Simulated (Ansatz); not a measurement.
The cluster Si₂Mo₂ (the lowest singlet isomer of a short search) was relaxed with PBE0-D4 (def2-SVP) in Ansatz in these states: neutral quintet, neutral singlet, neutral triplet. The geometries follow in no particular order.

In the def2 sets Mo takes a core potential; there is no spin–orbit coupling.

A:

```tsv
atom	x (Å)	y (Å)	z (Å)
Mo1	-1.240	0.249	0.757
Mo2	-0.263	-1.444	-0.133
Si3	1.309	0.407	0.663
Si4	0.195	0.789	-1.287
```

B:

| atom | x (Å) | y (Å) | z (Å) |
| --- | --- | --- | --- |
| Mo1 | 0.658 | -0.081 | -1.206 |
| Mo2 | -1.159 | 0.618 | -0.411 |
| Si3 | 0.776 | 0.857 | 1.020 |
| Si4 | -0.275 | -1.395 | 0.597 |

C:

```xyz
4

Mo    0.966    0.247    1.194
Mo   -0.975   -0.543    0.693
Si    0.490   -0.937   -1.111
Si   -0.480    1.233   -0.775
```

Problem. Judge from the bond lengths which geometry belongs to which state (an estimate).

Solution. A is the neutral quintet (Si3–Si4 2.278 Å, Mo1–Si3 2.555 Å, Mo1–Si4 2.555 Å); B is the neutral singlet (Si3–Si4 2.521 Å, Mo1–Si3 2.418 Å, Mo1–Si4 2.418 Å); C is the neutral triplet (Si3–Si4 2.401 Å, Mo1–Si3 2.635 Å, Mo1–Si4 2.635 Å).

At PBE0-D4/def2-SVP the charge 0 triplet is spin-contaminated (final ⟨S²⟩ up to 2.17, 2.00 for a pure state). At PBE0-D4/def2-TZVP a singlet lies 1.17 eV below the neutral quintet. At PBE0-D4/def2-TZVP a singlet lies 0.34 eV below the neutral triplet. These are the stationary points nearest to one start from a short search; other shapes may lie lower in each state.
